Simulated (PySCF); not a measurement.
Simulated C 1s region for `CC[O][GeH2][O]C`, binding energy against the vacuum level.

Every computed line was given a Gaussian of 0.8 eV full width at half maximum and an area set by the number of equivalent atoms; the highest printed point is 100. Method used: PySCF 2.14.0, delta-SCF UKS SCAN, pcX-2 on the ionised atom, pcseg-1 elsewhere, spin-free X2C.

```csv
binding energy (eV),intensity
289.6,0
289.7,1
289.8,1
289.9,3
290.0,5
290.1,9
290.2,15
290.3,22
290.4,31
290.5,40
290.6,47
290.7,50
290.8,49
290.9,45
291.0,37
291.1,29
291.2,22
291.3,18
291.4,19
291.5,24
291.6,35
291.7,50
291.8,67
291.9,83
292.0,95
292.1,100
292.2,97
292.3,86
292.4,70
292.5,52
292.6,36
292.7,22
292.8,13
292.9,7
293.0,3
293.1,1
293.2,1
293.3,0
```

Q: Count the maxima, the lines and the sites behind this envelope.

A: The curve has 2 maxima (at 290.7 and 292.1 eV). Under it lie 3 lines from 3 inequivalent carbon sites. At this width some lines have no maximum of their own.

Q: Decompose the envelope and assign each component. Numbering: `[CH3:1][CH2:2][O:3][GeH2:4][O:5][CH3:6]`.

A: 
```csv
position (eV),relative area,line,atoms,environment
290.73,1,C 1s,C1,methyl carbon
292.07,1,C 1s,C6,methoxy carbon
292.14,1,C 1s,C2,sp3 carbon bound to oxygen
```

Q: What are the centre and the root-mean-square width of the whole band?

A: The area-weighted mean of the lines is 291.65 eV. Their own spread about it is 0.65 eV (rms) and each Gaussian has σ = 0.8/2.355 = 0.34 eV; the variances add, which gives 0.73 eV.

The listed C 1s values span 1.41 eV, from C1 (bonded to C and 3 H) to C2 (bonded to O, C and 2 H). Summing the Pauling electronegativity differences to the bonded atoms, each weighted by its formal bond order, gives -1.05 for the lowest site and +0.19 for the highest; no listed site has a larger sum than the highest.

Shake-up satellites, vibrational structure and lifetime widths aren't simulated. One conformer (not necessarily the lowest) at the PBE0-D3(BJ)/def2-SVP geometry, without solvent, vibrations or thermal averaging.

Shape of the structure used: `[CH3:1][CH2:2][O:3][GeH2:4][O:5][CH3:6]`: C1–C2–O3–Ge4 82°, C2–O3–Ge4–O5 138°, O3–Ge4–O5–C6 -55°.
